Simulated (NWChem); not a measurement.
The numbers come from NWChem runs, not from measurements. System: H$_{3}$P$_{2}$, charge 0, spin multiplicity 2, at a geometry optimised with UPBE0/def2-SVP. The structure started from a generated list of species. Its SCF solution wasn't tested for a lower state. Level: UCCSD(T)/6-311G** (spherical d), 10 core orbitals frozen.

Part of the output:

```
             Northwest Computational Chemistry Package (NWChem) 7.3.0
             --------------------------------------------------------

                                NWChem Input Module
                                -------------------

 Scaling coordinates for geometry "geometry" by  1.889725989
 (inverse scale =  0.529177249)

                             Geometry "geometry" -> ""
                             -------------------------

 Output coordinates in angstroms (scale by  1.889725989 to convert to a.u.)

  No.       Tag          Charge          X              Y              Z
 ---- ---------------- ---------- -------------- -------------- --------------
    1 P                   15.0000     0.96585600    -0.43115900     0.42812100
    2 P                   15.0000    -0.88876700     0.31409300    -0.46963700
    3 H                    1.0000     1.68930300     0.73361200     0.01011600
    4 H                    1.0000    -1.06349800     1.50305600     0.30471100
    5 H                    1.0000    -1.78213200    -0.48066900     0.30791000

 Effective nuclear repulsion energy (a.u.)      80.2760375981

            Nuclear Dipole moment (a.u.)
            ----------------------------
        X                 Y               Z
 ---------------- ---------------- ----------------
     0.0000151178     0.0000170075    -0.0000056692


 Summary of "ao basis" -> "" (spherical)
 ------------------------------------------------------------------------------
       Tag                 Description            Shells   Functions and Types
 ---------------- ------------------------------  ------  ---------------------
 *                          6-311g**                  on all atoms

 Summary of "ao basis" -> "ao basis" (spherical)
 ------------------------------------------------------------------------------
       Tag                 Description            Shells   Functions and Types
 ---------------- ------------------------------  ------  ---------------------
 P                          6-311g**                12       26   6s5p1d
 H                          6-311g**                 4        6   3s1p

                                 NWChem SCF Module
                                 -----------------

  ao basis        = "ao basis"
  functions       =    70
  atoms           =     5
  alpha electrons =    17
  beta  electrons =    16
  charge          =   0.00
  wavefunction    = UHF
  use symmetry    = F
  symmetry adapt  = F

 Summary of "ao basis" -> "ao basis" (spherical)
 ------------------------------------------------------------------------------
       Tag                 Description            Shells   Functions and Types
 ---------------- ------------------------------  ------  ---------------------
 P                          6-311g**                12       26   6s5p1d
 H                          6-311g**                 4        6   3s1p

 Forming initial guess at       0.1s

 Starting SCF solution at       0.1s

 ----------------------------------------------
         Quadratically convergent UHF

 Convergence threshold     :          1.000E-07
 Maximum no. of iterations :          100
 Integral*density screening:          1.000E-09
 ----------------------------------------------

              iter       energy          gnorm     gmax       time
             ----- ------------------- --------- --------- --------
                 1     -683.1844127689  8.15D-01  1.82D-01      0.8
                 2     -683.2010018775  7.51D-02  1.29D-02      0.9
                 3     -683.2026338313  3.96D-03  1.34D-03      1.3
                 4     -683.2026501751  3.41D-05  6.89D-06      1.9
                 5     -683.2026501757  4.75D-09  1.97D-09      2.6

       Final UHF  results
       ------------------

         Total SCF energy =   -683.202650175696
      One electron energy =  -1104.991239619183
      Two electron energy =    341.512551845352
 Nuclear repulsion energy =     80.276037598134

                       Sz =      0.5000
                 Sz(Sz+1) =      0.7500
                      S^2 =      0.7639

        Time for solution =      2.5s

          Final alpha eigenvalues
          -----------------------
[...]
    Atom       Charge   Shell Charges
 -----------   ------   -------------------------------------------------------
    1 P   15    14.94   0.79  1.18  0.93  1.06  0.93  0.97  2.01  3.89  0.55  2.02  0.54  0.07
    2 P   15    14.92   0.79  1.18  0.92  1.06  0.88  0.90  2.01  3.89  0.58  2.11  0.49  0.10
    3 H    1     1.06   0.23  0.63  0.18  0.02
    4 H    1     1.04   0.23  0.61  0.17  0.02
    5 H    1     1.04   0.24  0.62  0.17  0.02

  Mulliken analysis of the alpha density
  --------------------------------------

    Atom       Charge   Shell Charges
 -----------   ------   -------------------------------------------------------
    1 P   15     8.01   0.40  0.59  0.46  0.53  0.47  0.53  1.01  1.94  0.34  1.33  0.38  0.04
    2 P   15     7.42   0.40  0.59  0.46  0.53  0.44  0.45  1.01  1.94  0.29  1.03  0.23  0.05
    3 H    1     0.50   0.11  0.30  0.08  0.01
    4 H    1     0.54   0.12  0.32  0.09  0.01
    5 H    1     0.53   0.12  0.31  0.09  0.01

   Mulliken analysis of the beta density
   -------------------------------------

    Atom       Charge   Shell Charges
 -----------   ------   -------------------------------------------------------
    1 P   15     6.93   0.40  0.59  0.46  0.53  0.47  0.44  1.00  1.95  0.22  0.69  0.17  0.03
    2 P   15     7.49   0.40  0.59  0.46  0.53  0.44  0.45  1.01  1.94  0.29  1.07  0.26  0.05
    3 H    1     0.56   0.12  0.33  0.10  0.01
    4 H    1     0.50   0.11  0.29  0.08  0.01
    5 H    1     0.52   0.12  0.31  0.09  0.01

   Mulliken analysis of the spin density
   -------------------------------------

    Atom       Charge   Shell Charges
 -----------   ------   -------------------------------------------------------
    1 P   15     1.08   0.00 -0.00  0.00 -0.00  0.00  0.09  0.02 -0.01  0.12  0.65  0.21  0.00
    2 P   15    -0.07   0.00 -0.00  0.00 -0.00  0.00 -0.00 -0.00  0.00 -0.00 -0.04 -0.03  0.00
    3 H    1    -0.06  -0.01 -0.04 -0.01  0.00
    4 H    1     0.04   0.01  0.03  0.00 -0.00
    5 H    1     0.01   0.00  0.01  0.00 -0.00

       Multipole analysis of the density wrt the origin
       ------------------------------------------------

     L   x y z        total         alpha         beta         nuclear
     -   - - -        -----         -----         ----         -------
     0   0 0 0     -0.000000    -17.000000    -16.000000     33.000000

     1   1 0 0     -0.106913     -0.902395      0.795468      0.000015
     1   0 1 0      0.289505      0.463948     -0.174461      0.000017
     1   0 0 1      0.183429     -0.299526      0.482960     -0.000006

     2   2 0 0    -21.481617    -72.136080    -67.199716    117.854178
     2   1 1 0      1.141020     19.286394     17.338448    -35.483822
     2   1 0 1     -1.297298    -21.961953    -20.787581     41.452235
     2   0 2 0    -21.711074    -25.041424    -22.726614     26.056964
     2   0 1 1      0.805626      8.511747      8.949510    -16.655632
     2   0 0 2    -23.783150    -25.066446    -21.019633     22.302929

                   NWChem Extensible Many-Electron Theory Module
                   ---------------------------------------------


            General Information
            -------------------
      Number of processors :     1
         Wavefunction type : Unrestricted Hartree-Fock
          No. of electrons :    33
           Alpha electrons :    17
            Beta electrons :    16
           No. of orbitals :   140
            Alpha orbitals :    70
             Beta orbitals :    70
        Alpha frozen cores :    10
         Beta frozen cores :    10
     Alpha frozen virtuals :     0
      Beta frozen virtuals :     0
         Spin multiplicity : doublet
    Number of AO functions :    70
       Number of AO shells :    36
        Use of symmetry is : off
      Symmetry adaption is : off
         Schwarz screening : 0.10D-09

          Correlation Information
          -----------------------
          Calculation type : Coupled-cluster singles & doubles w/ perturbation
   Perturbative correction : (T)
            Max iterations :      100
        Residual threshold : 0.10D-05
     T(0) DIIS level shift : 0.00D+00
     L(0) DIIS level shift : 0.00D+00
     T(1) DIIS level shift : 0.00D+00
     L(1) DIIS level shift : 0.00D+00
     T(R) DIIS level shift : 0.00D+00
     T(I) DIIS level shift : 0.00D+00
   CC-T/L Amplitude update :  5-th order DIIS
                I/O scheme : Global Array Library
        L-threshold :  0.10D-05
        EOM-threshold :  0.10D-05
 no EOMCCSD initial starts read in
 TCE RESTART OPTIONS
 SLICE:      F
 D4D5:       F
 quantumc:   F
 qrotation:  F
 pwtce:      F
 qducc:      F
 nacto:                         0
 nrotv:                         0
 nrot:                          0

            Memory Information
            ------------------
          Available GA space size is     249027000 doubles
          Available MA space size is     104854108 doubles

 Maximum block size supplied by input
 Maximum block size        24 doubles

 tile_dim =     18

 -------------------------------------------------

 Global array virtual files algorithm will be used

 Parallel file system coherency ......... OK


 half-transformed integrals in memory

 2-e (intermediate) file size =        40165300
 2-e (intermediate) file name = ./mol.v2i

 2-e integrals stored in memory



CCSD iterations
 ---------------------------------------------------------
 Iter          Residuum       Correlation     Cpu    Wall
 ---------------------------------------------------------
    1   0.1357209323632  -0.2219355271141     0.3     0.3
    2   0.0405485298428  -0.2521080602095     0.3     0.3
    3   0.0159112132855  -0.2589058059637     0.3     0.3
    4   0.0072920598791  -0.2611127554952     0.3     0.3
    5   0.0038690219759  -0.2619452725580     0.4     0.4
    6   0.0013820450221  -0.2626647620304     0.4     0.4
    7   0.0007995896024  -0.2626333408189     0.4     0.4
    8   0.0006105613286  -0.2626370565364     0.4     0.4
    9   0.0004616003198  -0.2626406380272     0.3     0.3
   10   0.0003604614705  -0.2626445309696     0.3     0.3
   11   0.0000783994843  -0.2626599093598     0.4     0.4
   12   0.0000506319678  -0.2626636002691     0.3     0.3
   13   0.0000379122817  -0.2626634883025     0.3     0.3
   14   0.0000291049485  -0.2626632487032     0.3     0.3
   15   0.0000226342300  -0.2626630660742     0.4     0.4
   16   0.0000057575313  -0.2626624903176     0.4     0.4
   17   0.0000034828565  -0.2626626603439     0.3     0.3
   18   0.0000025979249  -0.2626627720686     0.3     0.3
   19   0.0000019831711  -0.2626628210539     0.3     0.3
   20   0.0000015395586  -0.2626628532574     0.3     0.3
   21   0.0000004142016  -0.2626629264430     0.3     0.3
 -----------------------------------------------------------------
 Iterations converged
 CCSD correlation energy / hartree =        -0.262662926442951
 CCSD total energy / hartree       =      -683.465313102139362

 Singles contributions

 Doubles contributions
 CCSD(T)
 Using plain CCSD(T) code
             total no. of tasks           56
 total no. of tasks / no. procs           56
                         wl_min      1259712          10.4
                         wl_max      2000376          11.2
        thresh for no. of tasks           56

 CCSD[T]  correction energy / hartree =        -0.008736027489480
 CCSD[T] correlation energy / hartree =        -0.271398953932431
 CCSD[T] total energy / hartree       =      -683.474049129628838
 CCSD(T)  correction energy / hartree =        -0.008443362974243
 CCSD(T) correlation energy / hartree =        -0.271106289417194
 CCSD(T) total energy / hartree       =      -683.473756465113638

 Task  times  cpu:       45.8s     wall:       45.8s

 Total times  cpu:       45.9s     wall:       45.9s
```

Write an NWChem input that would produce this output.

Several could match; the one computed here: 
```
start mol
memory heap 100 mb stack 700 mb global 1900 mb
geometry units angstroms nocenter noautoz noautosym
  P      0.965856    -0.431159     0.428121
  P     -0.888767     0.314093    -0.469637
  H      1.689303     0.733612     0.010116
  H     -1.063498     1.503056     0.304711
  H     -1.782132    -0.480669     0.307910
end
basis spherical
  * library 6-311g**
end
scf
  uhf
  nopen 1
  maxiter 100
  thresh 1e-7
  semidirect memsize 60000000 filesize 0
  # guess.movecs holds the orbitals of an unrestricted PBE0 run
  vectors input guess.movecs output mol.movecs
end
tce
  freeze core 10
  ccsd(t)
  thresh 1e-6
  maxiter 100
  tilesize 24
end
task tce energy
```
